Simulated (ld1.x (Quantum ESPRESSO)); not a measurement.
## PBE RRKJ dataset for zirconium, scalar-relativistic all-electron reference.

Zr (Z = 40), norm-conserving RRKJ (Kleinman–Bylander form), made with ld1.x (Quantum ESPRESSO) 7.5 (PBE, scalar-relativistic). Core [Kr], reference 4d2 5s1 5p0 (charge +1). Waves: 5s (bound): rc 2.80 bohr; 5p (bound, empty): rc 2.85 bohr; 4d (bound): rc 2.40 bohr. Local part: all-electron potential smoothed inside 2.05 bohr (lloc = -1). Core correction: Bessel-smoothed model core inside 1.50 bohr.

All-electron outer shells of the reference configuration (PBE, scalar-relativistic, ld1.x):

| shell | level (eV) | outermost node (bohr) | outermost maximum (bohr) |
| --- | --- | --- | --- |
| 4p | -39.14 | 0.56 | 1.17 |
| 4d | -9.98 | 0.58 | 1.59 |
| 5s | -9.94 | 1.46 | 3.00 |
| 5p | -6.26 | 1.68 | 3.71 |

**Question.** Is a potential produced?

**Answer.** No. ld1.x (Quantum ESPRESSO) 7.5 stopped with "compute_chi: n is too large": the Bessel-function wave could not be built (negative determinant in compute_phi), and the routine for χ then failed on it.
